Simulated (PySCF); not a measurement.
C₃H₉ClOSi (SMILES CO[Si](C)(C)Cl), singlet, at a GFN2-xTB geometry. Base run: PySCF with PBE0/6-31G.

PySCF was given this input:
```python
from pyscf import gto, scf, dft, solvent

mol = gto.Mole()
mol.atom = '''
    C     2.44432550   -0.10095646   -0.08442375
    O     1.22084969   -0.76972659   -0.22886522
    Si   -0.29322736   -0.17587538   -0.24512926
    C    -0.64874791    0.93826415   -1.74870807
    C    -1.36752223   -1.73182576   -0.18613726
    Cl   -0.56470109    0.96709387    1.42538571
    H     2.41337320    0.58459318    0.76504611
    H     3.21474545   -0.85332051    0.08373225
    H     2.68074616    0.46435934   -0.98841545
    H    -1.68813801    1.25011147   -1.77907386
    H    -0.43610781    0.41599488   -2.67710431
    H    -0.04134714    1.84017592   -1.73131973
    H    -1.16267211   -2.32365219    0.70042777
    H    -2.42045145   -1.47069373   -0.17514828
    H    -1.19017660   -2.36098786   -1.05135553
'''
mol.basis = '6-31g'
mol.verbose = 4
mol.build()

mf = dft.RKS(mol)
mf.xc = 'pbe0'
mf.kernel()
```

Each row names what was changed in the base input (with any setting that the change needs).

| change | ΔE vs base (kcal/mol) | dipole (D) | HOMO-LUMO gap (eV) |
|---|---|---|---|
| base | 0.000 | 2.27 | 9.59 |
| model = ddCOSMO; solvent = n-hexane | -1.84 | 2.50 | 9.57 |
| model = IEF-PCM; solvent = n-hexane; vdw_scale = 1.4 | -1.06 | 2.43 | 9.56 |
| model = IEF-PCM; solvent = n-hexane; vdw_scale = 1.1 | ___ | ___ | 9.57 |
| model = IEF-PCM; solvent = n-hexane; vdw_scale = 1.0 | -3.64 | 2.54 | 9.58 |
| model = C-PCM; solvent = n-hexane | ___ | ___ | 9.57 |
| model = IEF-PCM; solvent = dimethylsulfoxide | -5.23 | 2.86 | 9.52 |
| model = COSMO; solvent = n-hexane | -1.87 | 2.47 | 9.57 |
| model = IEF-PCM; solvent = n-hexane; r_probe = 0.5 | -0.77 | 2.41 | 9.57 |
| model = IEF-PCM; solvent = n-hexane; lebedev_order = 11 | -1.81 | 2.48 | 9.56 |
| model = IEF-PCM; solvent = methanol | ___ | ___ | 9.52 |
| model = SS(V)PE; solvent = n-hexane | -1.88 | 2.48 | 9.56 |

### Question
Some entries are withheld; supply them.

### Answer

- model = IEF-PCM; solvent = n-hexane; vdw_scale = 1.1, ΔE vs base (kcal/mol): -2.61
- model = IEF-PCM; solvent = n-hexane; vdw_scale = 1.1, dipole (D): 2.51
- model = C-PCM; solvent = n-hexane, ΔE vs base (kcal/mol): -2.39
- model = C-PCM; solvent = n-hexane, dipole (D): 2.52
- model = IEF-PCM; solvent = methanol, ΔE vs base (kcal/mol): -5.15
- model = IEF-PCM; solvent = methanol, dipole (D): 2.85

The base is the gas phase, so ΔE is the electrostatic part of solvation at a fixed geometry, without cavity and dispersion terms.
